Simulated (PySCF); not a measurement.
Cards and structures have been mixed up. Pair them.

Structures:
1. `F[Si@H](CCl)O[SiH3]`
2. `CC[Si]([SiH3])([SiH3])Cl`
3. `O[SiH2][C@@H]([SiH3])C(F)(F)F`
4. `C=CCc1ccc(B(F)F)s1`

Card P (geometry GFN2-xTB):
- Rotational constants A, B, C: 1.833, 1.399, 0.843 GHz
- Static isotropic polarisability (CAM-B3LYP/def2-SVPD): 76.7 au
- 13C chemical shifts (computed TMS as zero) by class (GIAO PBE0/pcSseg-1): 32.9 (1 C) ppm
- Dipole moment (CAM-B3LYP/def2-SVPD): 0.41 D
- Lowest singlet excitation (TDDFT CAM-B3LYP/def2-SVPD): 6.82 eV (182 nm, f = 0.013)
- Point group: C1

Card Q (geometry GFN2-xTB):
- Rotational constants A, B, C: 1.303, 1.041, 0.944 GHz
- Static isotropic polarisability (PBE0/def2-SVPD): 126.5 au
- HOMO energy (PBE0/def2-SVPD): -7.88 eV
- Lowest singlet excitation (TDDFT PBE0/def2-SVPD): 5.80 eV (214 nm, f = 0.018)
- Strongest line among the 6 lowest singlet transitions (TDDFT PBE0/def2-SVPD): S3 at 6.28 eV (197 nm, f = 0.146)

Card R (geometry PBE0-D3(BJ)/def2-SVP):
* Rotational constants A, B, C: 2.493, 0.451, 0.410 GHz
* Static isotropic polarisability (CAM-B3LYP/def2-SVPD): 114.8 au
* Lowest triplet excitation (Tamm–Dancoff) (TDA CAM-B3LYP/def2-SVPD): 3.31 eV
* Isotropic shieldings of nuclei other than C and H, by class (GIAO PBE0/pcSseg-1): 78 (1 B), 267 (2 F), 241 (1 S) ppm
* Strongest line among the 10 lowest singlet transitions (TDDFT CAM-B3LYP/def2-SVPD): S1 at 5.04 eV (246 nm, f = 0.310)

Card S (geometry PBE0-D3(BJ)/def2-SVP):
- Rotational constants A, B, C: 1.906, 1.090, 0.809 GHz
- Static isotropic polarisability (B3LYP/def2-SVPD): 83.6 au
- HOMO energy (B3LYP/def2-SVPD): -8.78 eV
- Isotropic shieldings of nuclei other than C and H, by class (GIAO KT3/pcSseg-1): 312 (1 O), 233 (3 F), 382 (1 Si), 435 (1 Si) ppm
- Core binding energies (ΔSCF SCAN, pcX-2 on the ionised atom, pcseg-1 elsewhere, spin-free X2C, 2p3/2 from a spin–orbit splitting computed afterwards within the 2p shell): Si2p3/2 107.0, Si2p3/2 107.7, C1s 290.7, C1s 298.1, O1s 538.9, F1s 693.8 (×3), Si1s 1846.7, Si1s 1847.6 eV

Each SMILES stands for a single optimised conformer of the isolated species, non-relativistic unless stated. Electronic properties by PySCF. NMR classes are plain means over equivalent atoms (diastereotopic ones count apart unless rotation or inversion swaps them), as if these changed places fast.

Which card belongs to which structure?

P = 1, Q = 2, R = 4, S = 3. What ties each card to its structure:
- 1 (card P), CH6ClFOSi2, monoisotopic mass 144.0 u, 6 heavy atoms: 1 C in 1 class; an asymmetric top with C = 0.843 GHz; polarisability 76.7 au for 74 electrons; dipole 0.41 D.
- 2 (card Q), C2H11ClSi3, monoisotopic mass 154.0 u, 6 heavy atoms: an asymmetric top with C = 0.944 GHz, the highest such constant on the cards; polarisability 126.5 au for 82 electrons.
- 3 (card S), C2H7F3OSi2, monoisotopic mass 160.0 u, 8 heavy atoms: core lines of C, F, O and Si; an asymmetric top with C = 0.809 GHz; polarisability 83.6 au for 82 electrons.
- 4 (card R), C7H7BF2S, monoisotopic mass 172.0 u, 11 heavy atoms: an asymmetric top with C = 0.410 GHz, the lowest such constant on the cards; polarisability 114.8 au for 88 electrons.
